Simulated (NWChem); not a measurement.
TaF₆ anion; SMILES [F][Ta-]([F])([F])([F])([F])[F]

Not confirmed as a minimum by frequencies. def2 effective core potentials on Ta; no spin-orbit coupling.

Task: Give the equilibrium geometry at B3LYP/def2-SVPD with def2 effective core potentials on Ta (NWChem) as an XYZ file, with the point group.

Result: point group Oh; any orientation.
```
7

Ta     0.0000     0.0000     0.0000
F     -0.7688    -1.3692     1.1278
F      0.7688     1.3692    -1.1278
F      0.7795    -1.3649    -1.1257
F     -1.5934    -0.0071    -1.0949
F      1.5934     0.0071     1.0949
F     -0.7795     1.3649     1.1257
```
